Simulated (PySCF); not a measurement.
**Simulated characterisation data**

Level of theory: shielding tensors at PBE0/pcSseg-1 (GIAO), spin–spin couplings from B3LYP/pcJ-1 (spin–dipole term left out of most H,H and C,H couplings), GFN2-xTB structure, in PySCF 2.14.0 with density-fitted response routines (rapidly exchanging positions averaged, no relativistic terms, one computed conformer, gas phase).

Chemical shifts δ = σref − σ; TMS for $^{1}$H and $^{13}$C, all at this level. Multiplet labels drop J under 1 Hz and among equivalent protons, and merge close values. Unscaled 3J(H,H) run several per cent high. Where no couplings were computed, multiplicities follow the n + 1 count of equivalent neighbours, and m marks all less simple cases (inequivalent or close neighbours, rings, F or P nearby). One-bond C–F couplings are unscaled and too large by tens of Hz. Acid and N–H amide carbonyl carbons lie up to 10 ppm further downfield in solution (hydrogen bonding). Shifts are as computed. Against solution values, carbons near 30 ppm lie about +3 ppm off and those near 130 ppm about +5 ppm. Of 1211 compounds with measured shifts, 218 miss one by over three times the rms of a fit or turn the order of signals round; such compounds aren't used in these exercises. OH and NH positions are gas-phase values without hydrogen bonding to other molecules.

**1.** `CC(=O)[C@@H]1C[C@H]1NC=O`, C6H9NO2. $^{1}$H NMR (500 MHz, computed): δ 8.19 (d, 1H), 4.06 (m, 1H), 3.99 (br, 1H), 2.35 (s, 3H), 1.71 (m, 1H), 1.60 (m, 1H), 0.75 (m, 1H). $^{13}$C{$^{1}$H} NMR (computed): δ 208.9, 160.0, 36.9, 34.5, 32.1, 17.8.

**2.** `InChI=1S/C5H5FO/c1-3-4(2)5(6)7/h3H,1-2H2`. $^{1}$H NMR (500 MHz, computed): δ 7.20 (dd, J = 18.9, 1.7 Hz, 1H), 6.98 (dd, J = 2.2, 1.6 Hz, 1H), 6.56 (ddd, J = 18.9, 13.2, 12.0 Hz, 1H), 6.40 (d, J = 1.1 Hz, 1H), 5.91 (ddt, J = 13.2, 2.0, 1.4 Hz, 1H). $^{13}$C{$^{1}$H} NMR (computed): δ 162.3 (d, J = 403.2 Hz), 145.8, 139.2 (d, J = 4.4 Hz), 138.3 (d, J = 48.6 Hz), 131.7.

**3.** `C=C/C=C\C(=O)F`, C5H5FO. $^{1}$H NMR (500 MHz, computed): δ 8.55 (dtd, J = 18.2, 12.0, 1.4 Hz, 1H), 7.10 (tdd, J = 12.4, 9.3, 1.0 Hz, 1H), 6.23 (dt, J = 11.7, 1.3 Hz, 1H), 6.09 (dd, J = 18.2, 1.1 Hz, 1H), 5.82 (ddq, J = 12.4, 4.6, 1.4 Hz, 1H). $^{13}$C{$^{1}$H} NMR (computed): δ 164.7 (d, J = 388.0 Hz), 162.8 (d, J = 21.3 Hz), 142.1, 140.8, 118.3 (d, J = 78.0 Hz).
